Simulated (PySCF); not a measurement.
# Working out the ionisation energy of Cu⁺

Cu⁺ [Ar] 3d10 (1S) → Cu²⁺ [Ar] 3d9 (2D). All numbers are calculated (PySCF 2.14, scalar relativity by spin-free X2C-1e, in aug-cc-pVDZ-DK (7s6p4d2f, 59 functions)). Frozen: [Ar]. Energies in hartree (1 hartree = 27.21139 eV):

```
            part   Cu⁺ (lower)  Cu²⁺ (upper)
             UHF  -1652.906512  -1652.275260
CCSD correlation     -0.367808     -0.274562
             (T)     -0.011127     -0.004158
```

**Question.** What does Hartree-Fock give?

**Answer.** (-1652.275260) − (-1652.906512) = 0.631252 hartree = 17.177 eV.

**Question.** What do CCSD and CCSD(T) give?

**Answer.** The CCSD correlation energies differ by 0.093246 hartree = 2.537 eV and the triples by 0.006969 hartree = 0.190 eV, so CCSD gives 19.714 eV and CCSD(T) 19.904 eV.

Reference: 20.292 eV (measured; NIST Atomic Spectra Database, ionization energies), between the lowest levels; spin-orbit coupling is absent from the calculation.

A double-zeta basis recovers only part of the correlation energy.

What remains against the reference includes basis incompleteness, the frozen core and higher excitations.
